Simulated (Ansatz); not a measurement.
C2H7NOSi can be A, `C1CO[SiH2]N1`, or B, `C[SiH2]C(N)=O`.

Isolated molecules relaxed with PBE0-D4/def2-TZVP in Ansatz; ΔE leaves out vibrations. CCSD(T)/CBS adds triple-zeta CCSD(T) − MP2 to the extrapolated MP2 energy (def2 sets, frozen cores). DFT in def2-TZVPP. B3LYP here is the variant with VWN-RPA as its local correlation; programs differ in this. One conformer a species, not always the lowest.

A:

```xyz
12

C    -0.8727   -0.4817    0.5347
C    -0.6268   -0.5928   -0.9679
O     0.7406   -0.2927   -1.2198
Si    1.3284    0.7347   -0.0639
N    -0.0547    0.6473    0.9561
H    -1.9351   -0.3037    0.7301
H    -0.5892   -1.4202    1.0330
H    -1.2605    0.1219   -1.5064
H    -0.8391   -1.5973   -1.3398
H     2.6074    0.1994    0.4808
H     1.5890    2.1076   -0.5705
H    -0.0873    0.8776    1.9338
```

B:

Z-matrix (Å, degrees):
```
C
Si 1 1.861
H 1 1.092 2 108.9
H 1 1.092 2 111.4 3 -120.0
H 1 1.092 2 110.9 3 119.0
C 2 1.924 1 107.8 3 -50.7
H 2 1.493 1 112.2 3 -172.3
H 2 1.486 1 111.8 3 66.1
O 6 1.219 2 118.4 1 44.0
N 6 1.354 2 119.1 1 -136.8
H 10 1.004 6 121.5 2 2.0
H 10 1.009 6 119.2 2 -178.7
```

Which isomer does CCSD(T)/CBS put lower? Give the gap. (Best estimate.)

Computed: A, by 20.1 kcal/mol.

Give E(B) − E(A) in kcal/mol with PBE-D4, r2SCAN-D4, CCSD(T)/def2-TZVPP, B2PLYP, CCSD(T)/def2-SVP, B3LYP, PBE0-D4. (Estimate.)

The calculation gave: PBE-D4 10.4, r2SCAN-D4 14.2, CCSD(T)/def2-TZVPP 19.4, B2PLYP 15.8, CCSD(T)/def2-SVP 13.5, B3LYP 13.0, PBE0-D4 16.4. None reverses the order clearly.

Does the order hold for the free energy at 298.15 K (harmonic terms from PBE0-D4)? (An estimate is asked.)

The calculation gave: Yes: G(B) − G(A) = +15.1 kcal/mol, for one conformer each. Modes under 60 cm⁻¹, often nearly free rotors, make the harmonic entropy too high.

Largest T1 diagnostic: 0.015.

Leaving LDA and LC-ωPBE aside and taking each functional with its dispersion term where it has one, the values, not all of them listed here, spread over 11.6 kcal/mol, from BLYP-D4 to PBE-QIDH. LDA lies +7.3 kcal/mol from PBE without D4. At CCSD(T), def2-SVP lies −6.6 kcal/mol from the extrapolated value and def2-TZVPP −0.7 kcal/mol.
